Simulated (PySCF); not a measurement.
How methods differ on the excitation energy of Nb²⁺

Nb²⁺ [Kr] 4d3 (4F) → Nb²⁺ [Kr] 4d2 5s1 (4F), as a difference of total energies. Computed with PySCF 2.14 in x2c-TZVPPall with one added diffuse shell each of s, p, d, f type (9s7p7d3f1g, 95 functions), with scalar relativity by spin-free X2C-1e. Correlated levels: valence and next inner shell: [Ar] 3d10 frozen. The calculations carry no spin-orbit coupling.

```tsv
method	excitation energy (eV)
UHF	3.123
MP2 (valence and next inner shell)	3.109
SCS-MP2 (valence and next inner shell)	3.115
CCSD (valence and next inner shell)	3.105
CCSD(T) (valence and next inner shell)	3.090
```

**Question.** How much does correlation contribute at CCSD(T) (valence and next inner shell)?

**Answer.** 3.090 − (3.123) = -0.033 eV, measured against UHF.

A first-order spin-orbit estimate (lowest level to lowest level, LS coupling) adds -0.013 eV.
